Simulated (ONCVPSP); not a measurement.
What one change does to a pseudopotential (scandium (Sc), ONCV)

ONCVPSP 4.0.1 input, shortened (lines: element, Z, core and valence counts, functional; n l f; lmax; l rc ep ncon nbas qcut; lloc lpopt rc5 dvloc0; l nproj debl; icmod fcfact rcfact), LDA (Perdew-Wang 92), scalar-relativistic:

```
  Sc 21.00    3    5  -001012      upf
    1    0    2.00
    2    0    2.00
    2    1    6.00
    3    0    2.00
    3    1    6.00
    3    2    1.00
    4    0    1.50
    4    1    0.50
    2
    0    2.05    0.00    3    6    5.20
    1    2.00    0.00    4    8    8.30
    2    1.35    0.00    4    9    6.40
    4    5    0.95    0.00
    0    3    1.50
    1    2    3.00
    2    3    1.60
    0    0.00    0.00
```

Change: core correction Teter function, fcfact 4.75, rcfact 1.7.

Cutoffs: the cutoffs (Ha) at which the residual kinetic energy of the hardest occupied pseudo-wave falls to 1 and 0.1 mHa per electron; they do not see the model core or the augmentation charge, which bear on the density cutoff. Errors are all-electron minus pseudo energies relative to the spin-unpolarised reference configuration.

Task: How do hardness, ghosts and transferability respond?

Result: The potential gets neither clearly harder nor softer (155 Ha and 179 Ha → 155 Ha and 179 Ha); both files keep a bound ghost (d); of the 4 tests that both files solve, the error grows in 1 and shrinks in 1 by more than 15 % and 0.3 meV (median size 1.2 → 1.8 meV). A model core, the more so a compact one, raises the density cutoff, which this test does not measure.

| quantity | base | changed |
| --- | --- | --- |
| cutoff, loose | 155 Ha | 155 Ha |
| cutoff, tight | 179 Ha | 179 Ha |
| bound ghosts | d | d |
| GHOST(+) flags under 300 eV | s at 204.8 eV | s at 204.8 eV |
| error for 3s2 3p6 3d1 4s2 4p0, meV [ΔE -1.40 eV] | 0.0 | -0.1 |
| error for 3s2 3p6 3d1 4s1 4p0, meV [ΔE 5.66 eV] | -0.3 | -0.4 |
| error for 3s2 3p6 3d1 4s0 4p0, meV [ΔE 18.61 eV] | -2.1 | -3.2 |
| error for 3s2 3p5 3d1 4s2 4p0, meV [ΔE 38.75 eV] | +5.6 | -4.3 |
| s: phases at 2.08 bohr within 0.05 rad from the reference energy up to (Ha; the scan ends near 5) | to the end of the scan | to the end of the scan |
| p: phases at 2.03 bohr within 0.05 rad from the reference energy up to (Ha; the scan ends near 5) | to the end of the scan | to the end of the scan |
| d: phases at 1.37 bohr within 0.05 rad from the reference energy up to (Ha; the scan ends near 5) | to the end of the scan | to the end of the scan |

 A true bound ghost makes a file unfit for plane-wave use even where its test errors are small: the radial tests pick states by their node count and pass the ghost by.
